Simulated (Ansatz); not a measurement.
`CC(O)O` + `C[SiH2]Br` → `C[SiH](C)Br` + `OCO`  (formal exchange of groups at a C–C bond)

Computed with Ansatz on PBE0-D4/def2-TZVP structures; ΔE is electronic, products minus reactants. CBS: MP2 limit from def2 TZ/QZ plus the TZ coupled-cluster correction, frozen cores. This one scheme is used for every species. DFT in def2-TZVPP. For Br outer-core shells are correlated without core-valence functions, which leaves a few kJ/mol of doubt a bond. Scalar relativity is left out up to krypton. One conformer a species, not always the lowest.

`CC(O)O`:

Z-matrix (Å, degrees):
```
C
C 1 1.508
H 1 1.090 2 110.0
H 1 1.091 2 110.6 3 120.7
H 1 1.094 2 109.8 3 -120.1
O 2 1.403 1 107.2 3 179.3
O 2 1.402 1 112.8 3 56.4
H 2 1.097 1 110.8 3 -59.9
H 6 0.962 2 107.5 1 179.9
H 7 0.964 2 107.6 1 55.6
```

`C[SiH2]Br`:

Z-matrix (Å, degrees):
```
C
Si 1 1.858
H 1 1.092 2 110.7
H 1 1.094 2 109.9 3 119.8
H 1 1.092 2 110.7 3 -120.4
Br 2 2.229 1 109.7 3 60.1
H 2 1.483 1 111.7 3 178.6
H 2 1.483 1 111.7 3 -58.3
```

`C[SiH](C)Br`:

Z-matrix (Å, degrees):
```
C
Si 1 1.860
H 1 1.092 2 110.7
H 1 1.094 2 110.1 3 -119.8
H 1 1.092 2 110.9 3 120.3
C 2 1.860 1 112.7 3 58.1
Br 2 2.239 1 108.3 3 -61.7
H 2 1.485 1 110.7 3 -177.4
H 6 1.094 2 110.1 1 61.8
H 6 1.092 2 110.7 1 -58.1
H 6 1.092 2 110.9 1 -178.4
```

`OCO`:

```xyz
7

O     0.382    0.394   -1.088
C     0.327   -0.149    0.197
O    -0.959   -0.131    0.741
H    -0.176   -0.142   -1.660
H     1.032    0.443    0.790
H     0.631   -1.201    0.211
H    -1.238    0.787    0.809
```

| level | ΔE (kJ/mol) |
| --- | --- |
| PBE-D4 | -30.7 |
| MP2/def2-TZVPP | -30.3 |

Task: What does CCSD(T)/CBS give? (Best estimate.)

Result: The calculation gave: -28.7 kJ/mol. The listed levels differ from it by -2.0, -1.6 kJ/mol.

Largest T1 diagnostic among the species: 0.011.

In def2-TZVPP, CCSD(T) changes the Hartree–Fock value by −4.2 kJ/mol (the triples alone add −0.3 kJ/mol) and MP2 by −7.2 kJ/mol.
